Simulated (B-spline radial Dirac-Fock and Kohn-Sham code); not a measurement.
S²⁺: eigenvalues, ΔSCF and the reference

System: S²⁺, [Ne] 3s2 3p2.

The density-functional columns are spherical, spin-unpolarised Dirac-Kohn-Sham results without Breit or QED terms: −ε is minus the orbital energy of the initial state and ΔSCF the difference of two total energies. The reference in the last column comes from multi-electron Dirac-Fock with separately optimised hole states, Breit and Lamb-shift corrections added in first order. All numbers are from a B-spline atomic structure program, in eV; a selection of levels is shown. The Kohn-Sham columns are given as differences from the reference.

```tsv
level	PBE −ε − DF	PBE ΔSCF − DF	LDA −ε − DF	LDA ΔSCF − DF	Dirac-Fock
K (1s)	-77.9	+14.6	-86.6	+5.4	2510.0
L1 (2s)	-28.8	-10.3	-29.7	-11.2	266.2
L2 (2p1/2)	-18.2	+2.1	-18.2	+2.0	201.3
L3 (2p3/2)	-18.3	+1.9	-18.3	+1.8	200.1
M1 (3s)	-5.3	+1.3	-5.3	+1.3	44.73
M2,3 (3p)	-5.3	+0.7	-5.2	+0.9	33.30
```

For the outermost level NIST gives 34.86 ± 0.04 eV (semi-empirical); the differences from it are PBE −ε -6.88, PBE ΔSCF -0.82, LDA −ε -6.79, LDA ΔSCF -0.70, Dirac-Fock -1.56 eV. The computed values are configuration averages and the table refers to the lowest terms.
